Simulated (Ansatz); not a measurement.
Isolated molecules relaxed with PBE0-D4/def2-TZVP in Ansatz; ΔE leaves out vibrations. CBS: MP2 limit from def2 TZ/QZ plus the TZ coupled-cluster correction, frozen cores. Functionals use def2-TZVPP. B3LYP here is the variant with VWN-RPA as its local correlation; programs differ in this. For Ti, Zn outer-core shells are correlated without core-valence functions, which leaves a few kJ/mol of doubt a bond. Scalar relativity is left out up to krypton. One conformer a species, not always the lowest.

Consider the substitution at a C–Zn bond: `[CH3][Zn][CH2]O` + `[OH][Ti]([SH])([Cl])[Cl]` → `C[S][Ti]([OH])([Cl])[Cl]` + `O[CH2][ZnH]`.

```tsv
level	ΔE (kcal/mol)
PBE-D4	8.1
B3LYP-D4	7.7
ωB97X-V	8.3
PBE	9.3
r2SCAN	9.1
B3LYP	9.6
HF/CBS(def2)	8.3
MP2/CBS(def2)	9.4
```

Question: What does CCSD(T)/CBS give? (Estimate.)

Answer: The calculation gave: +8.9 kcal/mol. The listed levels differ from it by -0.8, -1.2, -0.6, 0.4, 0.2, 0.7, -0.6, 0.5 kcal/mol.

Largest T1 diagnostic among the species: 0.026, so the coupled-cluster value is less sure than usual.

In def2-TZVPP, CCSD(T) changes the Hartree–Fock value by +0.9 kcal/mol (the triples alone add −0.5 kcal/mol) and MP2 by +1.4 kcal/mol. The D4 term adds −1.9 kcal/mol with B3LYP and −1.1 kcal/mol with PBE0; it sums over pairs of atoms, weighted by their polarisabilities, and B3LYP, whose exchange is more repulsive, gets the larger term.
